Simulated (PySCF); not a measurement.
How methods differ on the ionisation energy of W⁷²⁺

W⁷²⁺ 1s2 (1S) → W⁷³⁺ 1s1 (2S), as a difference of total energies. Calculation: PySCF 2.14, in an uncontracted even-tempered set (16 s from 220 bohr⁻², ratio 2.2; 7 p from 330 bohr⁻², ratio 2.4; 4 d from 980 bohr⁻², ratio 2.4; 3 f from 1500 bohr⁻², ratio 2.4; 3 g from 2200 bohr⁻², ratio 2.4); the spin-free X2C one-electron Hamiltonian (Gaussian nucleus). Correlated levels: nothing frozen; virtual orbitals above 40 to 60 times the deepest correlated orbital energy dropped. The calculations carry no spin-orbit coupling.

```csv
method,ionisation energy (eV)
UHF,79379.2
LDA,79288.7
PBE,79384.5
PBE0,79383.4
r2SCAN,79389.8
M06-L,79394.7
MP2 (all electrons),79381.2
SCS-MP2 (all electrons),79381.6
```

For this ion Breit and QED terms and the two-electron picture change, all absent here, outweigh the differences among the correlated methods.

For comparison: 79181.94 ± 0.19 eV (theoretical estimate listed by NIST; NIST Atomic Spectra Database, ionization energies).
